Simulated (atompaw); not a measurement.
## An all-electron radial function and its pseudo partner (beryllium)

Columns: radius, all-electron u(r) and pseudo u(r) of the 1s shell (level -105.84 eV) of beryllium in the configuration 1s2 2s1.75 2p0.25; PBEsol, scalar-relativistic, PAW (atompaw) scheme, atompaw 4.2.0.5.

```tsv
r (bohr)	all-electron	pseudo
0.115	1.0657	0.7384
0.231	1.3707	1.2060
0.346	1.3380	1.3088
0.462	1.1730	1.1731
0.577	0.9736	0.9736
0.692	0.7815	0.7815
0.808	0.6123	0.6123
0.923	0.4733	0.4733
1.038	0.3617	0.3617
1.154	0.2738	0.2738
1.269	0.2068	0.2068
1.385	0.1551	0.1551
1.500	0.1161	0.1161
1.615	0.0867	0.0867
1.731	0.0643	0.0643
1.846	0.0478	0.0478
1.962	0.0353	0.0353
2.077	0.0261	0.0261
2.192	0.0193	0.0193
2.308	0.0142	0.0142
2.423	0.0104	0.0104
2.538	0.0077	0.0077
2.654	0.0056	0.0056
2.769	0.0041	0.0041
2.885	0.0030	0.0030
3.000	0.0022	0.0022
```

Question: How many radial nodes do the two functions have?

Answer: The all-electron 1s function has n − l − 1 = 0; the pseudo-wave has 0.

Question: At about which radius was the pseudo-wave matched?

Answer: 0.55 bohr, where the columns begin to agree (steps of 0.12 bohr).

Question: Is the pseudo-wave norm-conserving?

Answer: No, it belongs to a PAW set: the norm inside the radius is not constrained, and the difference is carried by the augmentation charge.
